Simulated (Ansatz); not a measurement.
Compare A (`CCC1CCCC1`) with its isomer B (`CC1(C)CCCC1`).

Program: Ansatz. Geometries: PBE0-D4/def2-TZVP. ΔE: electronic, gas phase. CCSD(T)/CBS adds triple-zeta CCSD(T) − MP2 to the extrapolated MP2 energy (def2 sets, frozen cores). Functionals use def2-TZVPP. One conformer a species, not always the lowest.

A:

Z-matrix (Å, degrees):
```
C
C 1 1.520
H 1 1.094 2 111.0
H 1 1.093 2 111.5 3 119.9
H 1 1.092 2 111.4 3 -120.0
C 2 1.518 1 113.8 3 -58.1
H 2 1.096 1 109.4 3 64.1
H 2 1.097 1 109.7 3 -179.9
C 6 1.525 2 114.4 1 178.4
C 6 1.529 2 115.0 1 -63.8
H 6 1.100 2 108.5 1 57.7
C 9 1.528 6 104.2 2 166.5
H 9 1.093 6 113.1 2 -70.2
H 9 1.097 6 108.7 2 48.7
C 10 1.537 6 105.3 2 -161.1
H 10 1.097 6 108.5 2 -43.0
H 10 1.092 6 113.2 2 75.5
H 12 1.093 9 109.7 6 87.8
H 12 1.092 9 112.5 6 -153.6
H 15 1.092 10 111.2 6 139.6
H 15 1.092 10 111.0 6 -102.1
```

B:

Z-matrix (Å, degrees):
```
C
C 1 1.527
H 1 1.094 2 110.8
H 1 1.094 2 110.8 3 119.6
H 1 1.093 2 112.0 3 -120.2
C 2 1.534 1 110.4 3 64.8
C 2 1.519 1 109.7 3 -59.7
C 2 1.534 1 110.4 3 175.7
C 6 1.533 2 105.4 1 77.5
H 6 1.095 2 108.6 1 -164.5
H 6 1.093 2 112.5 1 -46.2
H 7 1.094 2 111.2 1 -59.9
H 7 1.094 2 111.2 1 59.9
H 7 1.094 2 111.0 1 -180.0
C 8 1.532 2 105.4 1 -77.4
H 8 1.094 2 112.5 1 46.3
H 8 1.095 2 108.6 1 164.7
H 9 1.092 6 111.6 2 146.7
H 9 1.092 6 110.8 2 -95.1
H 15 1.092 8 110.7 2 94.6
H 15 1.092 8 111.6 2 -147.1
```

Which isomer does CCSD(T)/CBS put lower? Give the gap. (Best estimate.)

The calculation gave: B, by 9.4 kJ/mol.

Give E(B) − E(A) in kJ/mol with CCSD(T)/def2-TZVPP, BLYP-D4, ωB97M-V, CCSD(T)/def2-SVP, MP2/def2-TZVPP, CCSD/def2-TZVPP, PBE0-D4. (Best estimate.)

The calculation gave: CCSD(T)/def2-TZVPP -10.2, BLYP-D4 -7.0, ωB97M-V -8.8, CCSD(T)/def2-SVP -10.7, MP2/def2-TZVPP -13.4, CCSD/def2-TZVPP -8.3, PBE0-D4 -6.1. None reverses the order clearly.

Largest T1 diagnostic: 0.009.

In def2-TZVPP, CCSD(T) changes the Hartree–Fock value by −12.1 kJ/mol (the triples alone add −1.9 kJ/mol) and MP2 by −15.3 kJ/mol. Leaving LDA and LC-ωPBE aside and taking each functional with its dispersion term where it has one, the values, not all of them listed here, spread over 4.3 kJ/mol, from revPBE-D4 to B2PLYP. LDA lies −7.6 kJ/mol from PBE without D4.
